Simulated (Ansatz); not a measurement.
A nudged elastic band was laid between two geometries of BF2H2Si (6 atoms, charge 0, multiplicity 2).

The calculation used UHF/STO-3G (Ansatz).

| Property | Result |
| --- | --- |
| movable images | 5 |
| climbing image | yes |
| spring | 5.0 eV/Å² |
| optimiser | quadratic models (default) |
| start path | through a guess of the saddle point |
| force threshold | 0.05 eV/Å |
| iteration limit | 60 |
| end points | relaxed |

Initial state:

```xyz
6
Properties=species:S:1:pos:R:3
F -1.273 1.649 1.164
B -1.240 0.463 0.654
Si 0.333 -0.324 -0.259
F 0.005 -1.836 -0.773
H 1.460 -0.399 0.614
H 0.714 0.447 -1.399
```

Final state:

```xyz
6
Properties=species:S:1:pos:R:3
F -0.734 1.540 1.098
B -0.208 0.369 0.888
Si 0.599 -0.124 -0.835
F 0.692 -1.746 -0.989
H -0.183 -0.373 1.793
H -0.166 0.335 -1.956
```

(1) Which bonds break or form, and what moves?

(2) Give the energies along the band, and the barrier.

(3) What is the geometry of the highest image?

Answers

(1) Bonds broken: Si3–H5. Bonds formed: B2–H5.

(2) It converged. The highest image is number 2 of 0 to 6, 212.5 kJ/mol above the first end and 266.1 kJ/mol above the last; the last end lies 53.6 kJ/mol below the first. The profile has 2 maxima (images 2, 5) with wells between them (image 4): this band takes more than one step, which may be the mechanism or a detour left from its start path. Neighbouring images differ by up to 2.6 eV, so the band resolves the path poorly. A vibrational analysis at the climbing image gives one clearly imaginary mode, 681i cm⁻¹: a first-order saddle point. Limits of this set-up: minimal basis.

| image | path coordinate (Å) | energy (kJ/mol) | Si3–H5 (Å) | B2–H5 (Å) |
| --- | --- | --- | --- | --- |
| 0 | 0.00 | 0.0 | 1.43 | 2.83 |
| 1 | 0.69 | 68.6 | 1.43 | 2.20 |
| 2 | 1.39 | 212.5 | 1.67 | 1.41 |
| 3 | 2.39 | -41.5 | 2.68 | 1.17 |
| 4 | 3.40 | -49.8 | 2.80 | 1.17 |
| 5 | 4.41 | -34.1 | 2.75 | 1.17 |
| 6 | 5.41 | -53.6 | 2.75 | 1.17 |

(3) 
```xyz
6
Properties=species:S:1:pos:R:3:forces:R:3
F -1.005 1.555 1.254 -0.02 0.02 0.02
B -0.771 0.293 0.931 0.02 0.01 -0.02
Si -0.028 -0.320 -0.671 0.00 -0.01 0.00
F 0.299 -1.896 -0.827 0.00 -0.01 -0.01
H 0.609 0.004 0.838 0.01 0.00 0.01
H 0.897 0.363 -1.525 0.00 0.00 0.00
```

The run took 35 s on 1 thread of Arm Neoverse V2, with other jobs on the host, peak memory 0.08 GiB.
